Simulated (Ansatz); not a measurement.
Input (CCSDT(Q)/cc-pV(D+d)Z; Ansatz, a program for electronic structure): A basis named .json is the Basis Set Exchange file of that set.

Ansatz 0.2 input:
```yaml
crystal:
  periodic: [false, false, false]
  atoms:
    - {symbol: F, position_ang: [-1.21299123, -0.50470806, 0.01613613]}
    - {symbol: S, position_ang: [-0.00574452, 0.55322190, 0.00745691]}
    - {symbol: F, position_ang: [1.22320370, -0.47879753, -0.02939285]}
basis:
  gaussian:
    orbitals: cc-pV_D+d_Z.json
magnetization: {spin_polarized: false}
correlation: {method: ccsdt_q, electrons: outside_noble_gas}
```

Output:

```
Functional definition: HF
integrals: 0.03 GiB planned
888 factors; integrals over basis functions are off by at most 1.3e-7 eV
mean field: 0.15 GiB planned
mean field evaluation 1: about -16225.2400 eV, gradient 2.9e1 eV
mean field evaluation 2: about -16225.5871 eV, gradient 3.0e1 eV
mean field evaluation 4: about -16227.2519 eV, gradient 2.7e0 eV
mean field evaluation 8: about -16227.2856 eV, gradient 1.4e-1 eV
mean field evaluation 16: about -16226.3753 eV, gradient 1.6e1 eV
mean field -16227.28577132 eV, -596.3417528467 hartree, gradient 6.9e-6 eV, S^2 0.000000; 0 other end points of the search recorded, 0 dependent functions left out
7 core orbitals not correlated
reference -16227.28577132 eV, -596.3417528467 hartree; 10, 10 occupied and 34, 34 virtual orbitals, 888 factors
second order -13.71865982 eV of doubles, -0.00000000 eV of singles
coupled cluster: 0.59 GiB planned
cycle   1  -13.73920252 eV  change   -2.1e-2 eV  update   1.0e-1
cycle   2  -14.22939922 eV  change   -4.9e-1 eV  update   5.5e-2
cycle   3  -14.53069247 eV  change   -3.0e-1 eV  update   2.3e-2
cycle   4  -14.51754338 eV  change    1.3e-2 eV  update   7.9e-3
cycle   5  -14.50195654 eV  change    1.6e-2 eV  update   4.6e-3
cycle   6  -14.50561775 eV  change   -3.7e-3 eV  update   1.8e-3
cycle   7  -14.50778658 eV  change   -2.2e-3 eV  update   8.1e-4
cycle   8  -14.50721407 eV  change    5.7e-4 eV  update   3.8e-4
cycle   9  -14.50681294 eV  change    4.0e-4 eV  update   1.4e-4
cycle  10  -14.50705880 eV  change   -2.5e-4 eV  update   6.8e-5
cycle  11  -14.50690051 eV  change    1.6e-4 eV  update   3.4e-5
cycle  12  -14.50692184 eV  change   -2.1e-5 eV  update   1.7e-5
cycle  13  -14.50693035 eV  change   -8.5e-6 eV  update   7.5e-6
cycle  14  -14.50692487 eV  change    5.5e-6 eV  update   3.2e-6
cycle  15  -14.50692190 eV  change    3.0e-6 eV  update   1.6e-6
cycle  16  -14.50692237 eV  change   -4.6e-7 eV  update   9.5e-7
perturbative correction -0.04022951 eV, -0.0014784071 hartree
Total energy: -16241.83292319 eV, -596.8763508176 hartree
```
